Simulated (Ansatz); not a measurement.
```yaml
crystal:
  periodic: [true, true, true]
  atoms:
    - {symbol: Si, position_ang: [0.195623, -0.228288, 0.211744]}
    - {symbol: H, position_ang: [-0.094093, -0.392072, 1.674268]}
    - {symbol: N, position_ang: [1.808306, -0.035232, -0.375404]}
    - {symbol: C, position_ang: [2.623119, 1.159232, -0.310689]}
    - {symbol: H, position_ang: [2.340045, -0.891789, -0.502550]}
    - {symbol: H, position_ang: [3.169039, 1.341538, -1.255395]}
    - {symbol: H, position_ang: [1.971438, 2.028591, -0.134306]}
    - {symbol: H, position_ang: [3.372568, 1.139692, 0.505394]}
    - {symbol: N, position_ang: [-0.590403, 1.269356, -0.172613]}
    - {symbol: C, position_ang: [-1.730687, 1.838139, 0.513291]}
    - {symbol: H, position_ang: [-0.433466, 1.659944, -1.098533]}
    - {symbol: H, position_ang: [-2.698649, 1.652257, 0.005711]}
    - {symbol: H, position_ang: [-1.808319, 1.401481, 1.522050]}
    - {symbol: H, position_ang: [-1.632581, 2.931494, 0.645190]}
    - {symbol: N, position_ang: [-0.282258, -1.751464, -0.465542]}
    - {symbol: C, position_ang: [-1.321252, -2.617907, 0.047933]}
    - {symbol: H, position_ang: [-0.060544, -1.918051, -1.444134]}
    - {symbol: H, position_ang: [-1.043692, -3.685603, -0.025990]}
    - {symbol: H, position_ang: [-1.483263, -2.404976, 1.117041]}
    - {symbol: H, position_ang: [-2.300922, -2.496342, -0.457466]}
basis:
  gaussian: {orbitals: def2-SVPD, fitting: {mean_field: def2-universal-jkfit}}
magnetization: {spin_polarized: true, initial_magnetization: 2}
hamiltonian: {xc: {name: r2SCAN50}, dispersion: d3bj}
scf: {omitted_lower_state_checks: [starts]}
output: {forces: true}
```

```sh
$ ansatz run in.yaml --threads 4 --pin off --events-out ev --progress --plain --max-ram 4787MiB
```

Shortened log:

```
Error: YAML parse error: error: line 2 column 3: crystal: missing field `lattice` (a structure is typed as `lattice` and `atoms`, a molecule's as `atoms` in Å alone, or read from a run's directory, `checkpoint`)
 --> <input>:2:3
1 | crystal:
2 |   periodic: [true, true, true]
3 |   atoms:
4 |     - {symbol: Si, position_ang: [0.195623, -0.228288, 0.211744]}
```

Question: Something in this input is off. What?

Answer: The species is marked periodic without a cell. The input was rejected before any iteration.
